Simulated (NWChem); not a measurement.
System: C$_{3}$H$_{8}$S; SMILES CSCC

Here is an NWChem input.

```
start job
memory heap 200 mb stack 900 mb global 1100 mb
geometry units angstroms noautoz
  C      0.468495     1.850267     0.320238
  C     -0.436830     0.946978    -0.517251
  S     -0.679251    -0.746858     0.152885
  C      0.975585    -1.467977    -0.130032
  H      0.529145     2.849425    -0.129783
  H      0.083217     1.954059     1.339456
  H      1.487990     1.454790     0.382778
  H     -1.448358     1.363811    -0.571415
  H     -0.069130     0.864461    -1.547020
  H      1.748397    -0.966637     0.459503
  H      1.243104    -1.437047    -1.191326
  H      0.921175    -2.513037     0.186588
end
basis spherical
  * library def2-svp
end
dft
  xc xcamb88 1.00 lyp 0.81 vwn_5 0.19 hfexch 1.00
  cam 0.33 cam_alpha 0.19 cam_beta 0.46
  iterations 150
  vectors input atomic output neutral.movecs
end
task dft energy
charge 1
dft
  odft
  mult 2
  vectors input atomic output cation.movecs
end
task dft energy
```

Excerpt of the output:

```
             Northwest Computational Chemistry Package (NWChem) 7.3.0
             --------------------------------------------------------

 C1  symmetry detected

                             Geometry "geometry" -> ""
                             -------------------------

 Output coordinates in angstroms (scale by  1.889725989 to convert to a.u.)

  No.       Tag          Charge          X              Y              Z
 ---- ---------------- ---------- -------------- -------------- --------------
    1 C                    6.0000     0.47987010     1.86489688     0.29946464
    2 C                    6.0000    -0.44337606     0.94937051    -0.50450067
    3 S                   16.0000    -0.66540661    -0.73649452     0.19227198
    4 C                    6.0000     0.98378304    -1.45763120    -0.12184939
    5 H                    1.0000     0.52718740     2.85850037    -0.16424562
    6 H                    1.0000     0.11921883     1.98056409     1.32638674
    7 H                    1.0000     1.50152360     1.47235292     0.34208778
    8 H                    1.0000    -1.45691238     1.36338962    -0.53920935
    9 H                    1.0000    -0.10060459     0.85480868    -1.54180599
   10 H                    1.0000     1.76949067    -0.94738399     0.44245815
   11 H                    1.0000     1.22536702    -1.43935608    -1.18963740
   12 H                    1.0000     0.93957267    -2.49878044     0.20892664

 Effective nuclear repulsion energy (a.u.)     169.3903235589

                                 NWChem DFT Module
                                 -----------------

 Summary of "ao basis" -> "ao basis" (spherical)
 ------------------------------------------------------------------------------
       Tag                 Description            Shells   Functions and Types
 ---------------- ------------------------------  ------  ---------------------
 C                          def2-svp                 6       14   3s2p1d
 S                          def2-svp                 8       18   4s3p1d
 H                          def2-svp                 3        5   2s1p

            General Information
            -------------------
          SCF calculation type: DFT
          Wavefunction type:  closed shell.
          No. of atoms     :    12
          No. of electrons :    42
           Alpha electrons :    21
            Beta electrons :    21
          Charge           :     0
          Spin multiplicity:     1
          Use of symmetry is: off; symmetry adaption is: off
          Maximum number of iterations: 150
          AO basis - number of functions:   100
                     number of shells:    50
          Convergence on energy requested:  1.00D-06
          Convergence on density requested:  1.00D-05
          Convergence on gradient requested:  5.00D-04

              XC Information
              --------------
                     Hartree-Fock (Exact) Exchange  1.000
                   CAM-Becke88 Exchange Functional  1.000
                      VWN V Correlation Functional  0.190 local
              Lee-Yang-Parr Correlation Functional  0.810

           Range-Separation Parameters
           ---------------------------
           Alpha           :  0.19
           Beta            :  0.46
           Gamma           :  0.33
           Short-Range HF  :     F

             Grid Information
             ----------------
          Grid used for XC integration:  medium
          Radial quadrature: Mura-Knowles
          Angular quadrature: Lebedev.
          Tag              B.-S. Rad. Rad. Pts. Rad. Cut. Ang. Pts.
          ---              ---------- --------- --------- ---------
          C                   0.70       49          11.0       434
          S                   1.00       88          10.0       590
          H                   0.35       45          13.0       434
          Grid pruning is: on
          Number of quadrature shells:   595
          Spatial weights used:  Erf1

      Superposition of Atomic Density Guess
      -------------------------------------

 Sum of atomic energies:        -514.21598210

      Non-variational initial energy
      ------------------------------

 Total energy =    -516.546319
 1-e energy   =   -1040.656308
 2-e energy   =     354.719666
 HOMO         =      -0.260251
 LUMO         =       0.077526

   convergence    iter        energy       DeltaE   RMS-Dens  Diis-err
 ---------------- ----- ----------------- --------- --------- ---------
 d= 0,ls=0.0,diis     1   -517.0024793516 -6.86D+02  5.38D-03  3.19D-01
 d= 0,ls=0.0,diis     2   -517.0337584002 -3.13D-02  2.32D-03  5.05D-02
 d= 0,ls=0.0,diis     3   -517.0379509694 -4.19D-03  8.88D-04  1.89D-02
 d= 0,ls=0.0,diis     4   -517.0403981354 -2.45D-03  1.34D-04  1.18D-04
 d= 0,ls=0.0,diis     5   -517.0404125471 -1.44D-05  4.83D-05  2.27D-05
  Resetting Diis
 d= 0,ls=0.0,diis     6   -517.0404157364 -3.19D-06  1.23D-05  1.29D-06
 d= 0,ls=0.0,diis     7   -517.0404159182 -1.82D-07  5.62D-06  8.82D-08

         Total DFT energy =     -517.040415918225
      One electron energy =    -1044.886858036699
           Coulomb energy =      403.300808691016
    Exchange-Corr. energy =      -44.844690131417
 Nuclear repulsion energy =      169.390323558876

 Numeric. integr. density =       42.000044800101

                       DFT Final Molecular Orbital Analysis
                       ------------------------------------

 Vector   19  Occ=2.000000D+00  E=-4.023282D-01
              MO Center= -1.1D-02,  4.3D-01, -1.2D-01, r^2= 3.8D+00
   Bfn.  Coefficient  Atom+Function         Bfn.  Coefficient  Atom+Function
  ----- ------------  ---------------      ----- ------------  ---------------
    76      0.267238   8 H  s                19      0.226751   2 C  py
    18     -0.205031   2 C  px               50     -0.199705   4 C  px
    71      0.199418   7 H  s                37     -0.192487   3 S  py
    40     -0.167897   3 S  py               51      0.168499   4 C  py
     5     -0.153663   1 C  py                4      0.151991   1 C  px

 Vector   20  Occ=2.000000D+00  E=-3.594237D-01
              MO Center= -4.5D-01, -3.9D-01,  7.8D-02, r^2= 3.0D+00
   Bfn.  Coefficient  Atom+Function         Bfn.  Coefficient  Atom+Function
  ----- ------------  ---------------      ----- ------------  ---------------
    32      0.299670   3 S  s                39     -0.299120   3 S  px
    36     -0.264118   3 S  px               19      0.207044   2 C  py
    40     -0.202003   3 S  py               50      0.197155   4 C  px
    31      0.186180   3 S  s                37     -0.182513   3 S  py
    41      0.180390   3 S  pz               38      0.158720   3 S  pz

 Vector   21  Occ=2.000000D+00  E=-2.739103D-01
              MO Center= -4.9D-01, -6.3D-01,  1.2D-01, r^2= 2.1D+00
   Bfn.  Coefficient  Atom+Function         Bfn.  Coefficient  Atom+Function
  ----- ------------  ---------------      ----- ------------  ---------------
    41      0.579319   3 S  pz               38      0.400897   3 S  pz
    35      0.226961   3 S  pz               40      0.222642   3 S  py
    39      0.203879   3 S  px                3     -0.163398   1 C  s
    37      0.145952   3 S  py               36      0.137967   3 S  px
    86     -0.123614  10 H  s                91      0.115272  11 H  s

 Vector   22  Occ=0.000000D+00  E= 9.501745D-02
              MO Center=  1.1D+00, -7.3D-02, -1.9D-01, r^2= 7.3D+00
   Bfn.  Coefficient  Atom+Function         Bfn.  Coefficient  Atom+Function
  ----- ------------  ---------------      ----- ------------  ---------------
    49      2.024776   4 C  s                 3      1.304433   1 C  s
    87     -0.910496  10 H  s                92     -0.819678  11 H  s
    97     -0.761677  12 H  s                72     -0.747134   7 H  s
    17      0.656723   2 C  s                62     -0.638364   5 H  s
    82     -0.571206   9 H  s                67     -0.390426   6 H  s

 Vector   23  Occ=0.000000D+00  E= 1.017869D-01
              MO Center= -4.2D-01,  1.1D-01, -1.6D-01, r^2= 5.7D+00
   Bfn.  Coefficient  Atom+Function         Bfn.  Coefficient  Atom+Function
  ----- ------------  ---------------      ----- ------------  ---------------
    17      1.726621   2 C  s                49     -1.105347   4 C  s
    77     -0.831428   8 H  s                82     -0.797298   9 H  s
    40     -0.728113   3 S  py                3      0.588077   1 C  s
    67     -0.572108   6 H  s                39      0.453964   3 S  px
    92      0.382531  11 H  s                87      0.340156  10 H  s

 Vector   24  Occ=0.000000D+00  E= 1.384235D-01
              MO Center=  6.6D-01,  4.3D-01, -5.7D-01, r^2= 7.2D+00
   Bfn.  Coefficient  Atom+Function         Bfn.  Coefficient  Atom+Function
  ----- ------------  ---------------      ----- ------------  ---------------
     3      2.158606   1 C  s                17     -1.454873   2 C  s
    92      1.142486  11 H  s                82      1.117713   9 H  s
    67     -0.910503   6 H  s                72     -0.711861   7 H  s
    62     -0.665692   5 H  s                55      0.628258   4 C  pz
    49     -0.572044   4 C  s                87     -0.381799  10 H  s

     Multipole analysis of the density
     ---------------------------------

     L   x y z        total         alpha         beta         nuclear
     -   - - -        -----         -----         ----         -------
     0   0 0 0     -0.000000    -21.000000    -21.000000     42.000000

     1   1 0 0      0.476611      0.238305      0.238305     -0.000000
     1   0 1 0      0.266380      0.133190      0.133190      0.000000
     1   0 0 1     -0.253695     -0.126847     -0.126847      0.000000

     2   2 0 0    -25.412628    -58.500253    -58.500253     91.587878
     2   1 1 0     -1.859726      2.329401      2.329401     -6.518529
     2   1 0 1      0.060804     -0.836357     -0.836357      1.733517
     2   0 2 0    -24.061474   -143.742274   -143.742274    263.423074
     2   0 1 1     -0.256970     -1.300099     -1.300099      2.343228
     2   0 0 2    -25.861078    -28.949711    -28.949711     32.038344

                                 NWChem DFT Module
                                 -----------------

            General Information
            -------------------
          SCF calculation type: DFT
          Wavefunction type:  spin polarized.
          No. of atoms     :    12
          No. of electrons :    41
           Alpha electrons :    21
            Beta electrons :    20
          Charge           :     1
          Spin multiplicity:     2
          Use of symmetry is: off; symmetry adaption is: off
          Maximum number of iterations: 150
          This is a Direct SCF calculation.
          AO basis - number of functions:   100
                     number of shells:    50
          Convergence on energy requested:  1.00D-06
          Convergence on density requested:  1.00D-05
          Convergence on gradient requested:  5.00D-04

              XC Information
              --------------
                     Hartree-Fock (Exact) Exchange  1.000
                   CAM-Becke88 Exchange Functional  1.000
                      VWN V Correlation Functional  0.190 local
              Lee-Yang-Parr Correlation Functional  0.810

           Range-Separation Parameters
           ---------------------------
           Alpha           :  0.19
           Beta            :  0.46
           Gamma           :  0.33
           Short-Range HF  :     F

             Grid Information
             ----------------
          Grid used for XC integration:  medium
          Radial quadrature: Mura-Knowles
          Angular quadrature: Lebedev.
          Tag              B.-S. Rad. Rad. Pts. Rad. Cut. Ang. Pts.
          ---              ---------- --------- --------- ---------
          C                   0.70       49          11.0       434
          S                   1.00       88          10.0       590
          H                   0.35       45          13.0       434
          Grid pruning is: on
          Number of quadrature shells:   595
          Spatial weights used:  Erf1

      Superposition of Atomic Density Guess
      -------------------------------------

 Sum of atomic energies:        -514.21598210

 Renormalizing density from      42.00 to     41

      Non-variational initial energy
      ------------------------------

 Total energy =    -508.459112
 1-e energy   =   -1015.878777
 2-e energy   =     338.029341
 HOMO         =      -0.582668
 LUMO         =      -0.224538

   convergence    iter        energy       DeltaE   RMS-Dens  Diis-err
 ---------------- ----- ----------------- --------- --------- ---------
 d= 0,ls=0.0,diis     1   -516.6638643222 -6.86D+02  3.91D-03  1.71D-01
                                                     3.82D-03  1.81D-01
 d= 0,ls=0.0,diis     2   -516.7114545733 -4.76D-02  1.62D-03  2.72D-02
                                                     1.53D-03  2.49D-02
 d= 0,ls=0.0,diis     3   -516.7232611123 -1.18D-02  4.95D-04  4.38D-03
                                                     4.98D-04  4.58D-03
 d= 0,ls=0.0,diis     4   -516.7258084729 -2.55D-03  1.29D-04  1.54D-04
                                                     1.78D-04  2.30D-04
 d= 0,ls=0.0,diis     5   -516.7259955497 -1.87D-04  8.61D-05  4.50D-05
                                                     8.96D-05  3.34D-05
  Resetting Diis
 d= 0,ls=0.0,diis     6   -516.7260472297 -5.17D-05  2.71D-05  2.93D-06
                                                     3.66D-05  4.31D-06
 d= 0,ls=0.0,diis     7   -516.7260536517 -6.42D-06  9.92D-06  6.26D-07
                                                     1.35D-05  6.86D-07
 d= 0,ls=0.0,diis     8   -516.7260543707 -7.19D-07  4.52D-06  4.10D-07
                                                     5.25D-06  4.51D-07

         Total DFT energy =     -516.726054370650
      One electron energy =    -1034.282979879132
           Coulomb energy =      392.685888502844
    Exchange-Corr. energy =      -44.519286553239
 Nuclear repulsion energy =      169.390323558876

 Numeric. integr. density =       41.000041124419

                    DFT Final Alpha Molecular Orbital Analysis
                    ------------------------------------------

 Vector   19  Occ=1.000000D+00  E=-6.129386D-01
              MO Center=  2.1D-01,  1.1D+00,  4.1D-02, r^2= 3.5D+00
   Bfn.  Coefficient  Atom+Function         Bfn.  Coefficient  Atom+Function
  ----- ------------  ---------------      ----- ------------  ---------------
     5      0.274122   1 C  py               61      0.261443   5 H  s
    71     -0.240547   7 H  s                37      0.213907   3 S  py
    40      0.210924   3 S  py               76     -0.191696   8 H  s
     4     -0.178810   1 C  px               19     -0.179636   2 C  py
     8      0.147703   1 C  py               18      0.129046   2 C  px

 Vector   20  Occ=1.000000D+00  E=-6.078779D-01
              MO Center=  6.5D-02,  1.1D+00,  1.1D-01, r^2= 3.3D+00
   Bfn.  Coefficient  Atom+Function         Bfn.  Coefficient  Atom+Function
  ----- ------------  ---------------      ----- ------------  ---------------
    66     -0.262433   6 H  s                 4      0.249906   1 C  px
     6     -0.220839   1 C  pz               81     -0.217998   9 H  s
    18     -0.205061   2 C  px               71      0.195980   7 H  s
    76      0.168251   8 H  s                20      0.159751   2 C  pz
    36      0.160491   3 S  px               39      0.143915   3 S  px

[...]
```

Level: CAM-B3LYP/def2-SVP, vertical spin-unrestricted ions. All runs use the structure optimised with B3LYP/6-31G* (spherical d).
